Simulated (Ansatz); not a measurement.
## Match the barriers

Saddle point of Ge4H12F2, singlet (Ge₄H₁₀ ([GeH3][GeH]([GeH3])[GeH3]) + HF + HF → Ge₄H₉F ([F][GeH2][GeH]([GeH3])[GeH3]) + HF + H₂; bonds formed: Ge2–F7, H6–F9, H8–H11; bonds broken: Ge2–H11, H6–F7, H8–F9), PBE0-D4/def2-TZVP structure:

```xyz
18
angstrom
Ge -0.6050 -0.0153 -0.9214
Ge -0.8802 0.8308 1.3291
Ge 1.7494 -0.5024 -1.2611
Ge -1.9564 -2.0187 -1.1568
H -1.0866 1.0860 -1.8803
H 1.4177 2.2503 0.9463
F 0.3046 2.4773 0.6348
H 1.2664 1.0608 2.0573
F 2.2788 1.7676 1.4161
H -1.2128 -0.3643 2.2828
H 0.5682 0.7090 2.4260
H -1.8137 1.9645 1.7616
H 1.8793 -1.3955 -2.5068
H 2.5428 0.7916 -1.4590
H 2.2711 -1.2727 -0.0401
H -1.9092 -2.4993 -2.6161
H -3.4189 -1.7477 -0.7656
H -1.3956 -3.1217 -0.2467
```

Program: Ansatz 0.2.0. Basis: def2-TZVPP, with def2-QZVPP for the basis limit. Cores are frozen in the correlated methods. Filled d shells of the heavier atoms are correlated. The def2 sets are not built for correlating such inner shells, so the correlated values are less sure here. Extrapolation: Hartree–Fock as exp(−7.88 √X), correlation as X^−2.97. Four methods, as single points on the PBE0-D4 structures, gave these electronic barriers from the start structure: 28.20, 31.10, 39.45, 54.20 kcal/mol.

(1) The methods were, in alphabetical order, HF, MP2, PBE-D4, r2SCAN-D4. Which gave which? (A judgement: the text doesn't fix the answer.)

The T1 diagnostic stays at or below 0.013.

## Answers

(1) By the calculation: PBE-D4 28.20; r2SCAN-D4 31.10; MP2 39.45; HF 54.20 kcal/mol. For comparison, CCSD(T) at an estimated basis limit (MP2 extrapolated from triple and quadruple zeta, plus CCSD(T) − MP2 in triple zeta) gives 40.54 kcal/mol.

Labels in which every atom is bracketed show which atoms are joined, not bond orders.

For scale, one of the runs: CCSD(T)/def2-TZVPP, 422 basis functions, launched by `ansatz run in.yaml --threads 4 --pin off --events-out ev --progress --plain --max-ram 63488MiB --backend cuda --devices 0, --max-vram 37GiB`. The run took 87 s on 4 CPU threads of an AMD EPYC 7R13 and a share of one NVIDIA H100 (shared host), with 0.98 GiB of host memory at its peak.
